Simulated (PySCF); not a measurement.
Calculated NMR data

Level of theory: couplings computed with B3LYP/pcJ-1 (spin–dipole term left out of most H,H and C,H couplings), shieldings: GIAO PBE0/pcSseg-1, structure optimised with GFN2-xTB, in PySCF 2.14.0 with density-fitted response routines (rapidly exchanging positions averaged, single conformer, isolated molecule, relativity neglected).

Scale: TMS for ¹H and ¹³C (reference shieldings calculated alike). Multiplet labels drop J under 1 Hz and among equivalent protons, and merge close values. Unscaled 3J(H,H) run several per cent high. Where no couplings were computed, multiplicities follow the n + 1 count of equivalent neighbours, and m marks all less simple cases (inequivalent or close neighbours, rings, F or P nearby). One-bond C–F couplings are unscaled and too large by tens of Hz. Shifts are as computed. Against solution values, carbons near 30 ppm lie about +3 ppm off and those near 130 ppm about +5 ppm. Of 1211 compounds with measured shifts, 218 miss one by over three times the rms of a fit or turn the order of signals round; such compounds aren't used in these exercises.

**1.** SMILES N#C[SiH2]C1=CCOC1=O, C₅H₅NO₂Si. ¹H NMR (400 MHz, computed): δ 8.19 (t, 1H), 5.15 (m, 2H), 4.84 (s, 2H). ¹³C{¹H} NMR (computed): δ 179.5, 174.2, 134.4, 123.3, 77.6.

**2.** `InChI=1S/C4H4F2/c1-3-2-4(3,5)6/h1-2H2`. ¹H NMR (400 MHz, computed): δ 6.55 (ttd, J = 4.4, 1.6, 1.3 Hz, 1H), 6.08 (ttd, J = 3.6, 2.5, 1.3 Hz, 1H), 1.88 (m, 2H). ¹³C{¹H} NMR (computed): δ 139.2 (t, J = 5.9 Hz), 119.7, 113.6 (t, J = 362.9 Hz), 20.8 (t, J = 10.0 Hz).

**3.** 2-methoxypropane, C₄H₁₀O. ¹H NMR (400 MHz, computed): δ 3.53 (s, 3H), 3.37 (sept, J = 6.3 Hz, 1H), 1.13 (d, J = 6.3 Hz, 6H). ¹³C{¹H} NMR (computed): δ 77.4, 58.5, 23.5.
